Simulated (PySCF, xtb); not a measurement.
methylcyclobutane (C5H10), SMILES CC1CCC1.

Harmonic wavenumbers (cm⁻¹) from GFN2-xTB run with xtb at its own minimum, in rising order: 80, 209, 326, 409, 666, 798, 813, 910, 948, 957, 997, 1040, 1044, 1141, 1151, 1175, 1191, 1215, 1245, 1255, 1255, 1269, 1338, 1410, 1476, 1477, 1495, 1501, 1503, 2958, 2992, 3002, 3010, 3014, 3017, 3018, 3025, 3027, 3031.

### Question
What does PBE-D3(BJ)/def2-SVP (PySCF) give at its own minimum? (Estimate from the structure and the level; the computed values follow.)

### Answer
149, 229, 308, 404, 587, 738, 756, 868, 879, 903, 929, 947, 967, 1095, 1105, 1142, 1164, 1204, 1204, 1212, 1229, 1246, 1318, 1348, 1398, 1404, 1416, 1417, 1436, 2957, 2970, 2977, 2982, 2993, 3037, 3042, 3045, 3047, 3057. Paired by order, the mean absolute difference is 43 cm⁻¹ and the zero-point energies are 86.3 and 84.5 kcal/mol.
